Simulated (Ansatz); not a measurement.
Consider the atomization: `OCOC[SiH3]` → 2 C• + 8 H• + 2 O• + Si•.

Program: Ansatz. Geometries: PBE0-D4/def2-TZVP. ΔE: electronic, gas phase. CCSD(T)/CBS is the MP2 limit (def2-TZVPP, def2-QZVPP) plus CCSD(T) − MP2 in def2-TZVPP, frozen cores. This one scheme is used for every species, atoms too. Functionals use def2-TZVPP. B3LYP here is the variant with VWN-RPA as its local correlation; programs differ in this. No spin–orbit coupling; open shells (•) take unrestricted orbitals. Spin–orbit coupling would lower the free atoms: a little for C, O, Si. Each species was taken in one conformer, which may not be the lowest.

Q: What is ΔE at CCSD(T)/CBS? (An estimate is asked.)

A: The calculation gave: +1111.5 kcal/mol.

Q: What do these levels give: PBE-D4, r2SCAN-D4, ωB97X-V, PBE, PBE0, B3LYP, CCSD/def2-TZVPP, CCSD(T)/def2-TZVPP, HF/def2-QZVPP, MP2/def2-QZVPP, SCS-MP2/def2-QZVPP, MP2/CBS(def2)? (Estimate.)

A: Ansatz gave: PBE-D4 1127.6, r2SCAN-D4 1110.6, ωB97X-V 1114.0, PBE 1122.0, PBE0 1101.7, B3LYP 1099.7, CCSD/def2-TZVPP 1067.1, CCSD(T)/def2-TZVPP 1082.6, HF/def2-QZVPP 795.9, MP2/def2-QZVPP 1113.1, SCS-MP2/def2-QZVPP 1113.4, MP2/CBS(def2) 1124.9 kcal/mol.

Largest T1 diagnostic among the species: 0.012.

The D4 term adds +8.9 kcal/mol with B3LYP and +4.7 kcal/mol with PBE0; it sums over pairs of atoms, weighted by their polarisabilities, and B3LYP, whose exchange is more repulsive, gets the larger term. In def2-TZVPP, CCSD(T) changes the Hartree–Fock value by +288.2 kcal/mol (the triples alone add +15.5 kcal/mol) and MP2 by +301.5 kcal/mol; breaking electron pairs costs correlation energy, which Hartree–Fock lacks. From PBE to PBE0 (25 % exact exchange), in def2-TZVPP and without D4, ΔE moves by −20.3 kcal/mol: exact exchange takes away binding that semilocal exchange gives to molecules.

For atomizations the MP2-based limit and the directly extrapolated one differ by several kJ/mol either way, and by 10 to 25 for some Ge, Se and Sn compounds, so smaller differences from it don't rank the levels.
